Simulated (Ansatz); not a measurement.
BH5S2Si. The species carries charge 0 and has multiplicity 1. The bonds changed during the relaxation, so this is another structure than the one it started from.

Z-matrix (Å, degrees):
```
Si
B 1 2.008
H 1 1.492 2 112.9
H 1 1.493 2 110.6 3 120.6
H 1 1.491 2 110.6 3 -120.4
S 2 1.903 1 116.9 3 -162.9
S 2 1.976 1 111.9 3 -92.4
H 2 1.196 1 123.4 3 42.3
H 7 1.352 2 98.3 1 152.8
```

Task: List the harmonic frequencies (cm⁻¹, unscaled) at PBE0-D4/def2-TZVP in Ansatz. (An estimate is asked.)

Result: Ansatz gave: 115, 144, 163, 382, 464, 531, 562, 589, 695, 774, 824, 892, 894, 940, 944, 1002, 2194, 2200, 2205, 2609, 2628.

Task: Is this a minimum?

Result: Yes, all 21 modes are real.

Task: Give the ideal-gas thermochemistry at 298.15 K and 1 bar (rigid rotor, harmonic oscillator; point group C1, symmetry number 1).

Result: Zero-point energy 130.1 kJ/mol; H(298) − E = 149.5 kJ/mol; entropy 335.7 J/(mol·K), of which translation 167.3, rotation 113.4, vibration 55.0; G(298) − E = 49.4 kJ/mol.
